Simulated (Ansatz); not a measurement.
CH8AlNO3 (`C[NH2+][Al-]([OH])([OH])[OH]`), one more setting.

```yaml
crystal:
  periodic: [false, false, false]
  atoms:
    - {symbol: C, position_ang: [0.239115, -1.648039, 0.834637]}
    - {symbol: N, position_ang: [0.923475, -0.478909, 0.259809]}
    - {symbol: Al, position_ang: [-0.333433, 0.903066, -0.464249]}
    - {symbol: O, position_ang: [-1.014404, 1.446653, 1.023086]}
    - {symbol: O, position_ang: [0.797015, 1.933211, -1.257477]}
    - {symbol: O, position_ang: [-1.330176, -0.079750, -1.471218]}
    - {symbol: H, position_ang: [0.942404, -2.396480, 1.205181]}
    - {symbol: H, position_ang: [-0.398612, -2.083589, 0.066787]}
    - {symbol: H, position_ang: [-0.393871, -1.304609, 1.651813]}
    - {symbol: H, position_ang: [1.545049, -0.758268, -0.493050]}
    - {symbol: H, position_ang: [1.504017, -0.026751, 0.959816]}
    - {symbol: H, position_ang: [-1.960756, 1.496917, 1.137098]}
    - {symbol: H, position_ang: [0.867045, 2.854956, -1.019480]}
    - {symbol: H, position_ang: [-1.399768, 0.112393, -2.403952]}
basis:
  gaussian: {orbitals: def2-mTZVPP, fitting: {mean_field: def2-universal-jkfit}}
magnetization: {spin_polarized: true, initial_magnetization: 0}
hamiltonian: {xc: {name: B3LYP5}}
```

```sh
$ ansatz run in.yaml --threads 4 --pin off --events-out ev --progress --plain --max-ram 11315MiB
```

It prints (some lines left out):

```
Functional definition: B3LYP5
655 factors; integrals over basis functions are off by at most 8.8e-1 eV
mean field evaluation 1: about -15378.9818 eV, gradient 8.0e1 eV
mean field evaluation 2: about -15337.6070 eV, gradient 1.3e2 eV
mean field evaluation 4: about -15399.6746 eV, gradient 6.6e0 eV
mean field evaluation 8: about -15399.8481 eV, gradient 7.4e-2 eV
mean field evaluation 16: about -15399.8482 eV, gradient 3.7e-5 eV
mean field -15399.84816504 eV, -565.9339816731 hartree, gradient 3.7e-5 eV, S^2 0.000000; 0 other end points of the search recorded, 0 dependent functions left out
reference -15399.84843972 eV, -565.9339917674 hartree; 29, 29 occupied and 148, 148 virtual orbitals, 655 factors
Total energy: -15399.84843972 eV, -565.9339917674 hartree
```

Hardware: 4 threads of an Intel Xeon Platinum 8488C on a shared host. Wall time 2.7 s, peak host memory 0.44 GiB.
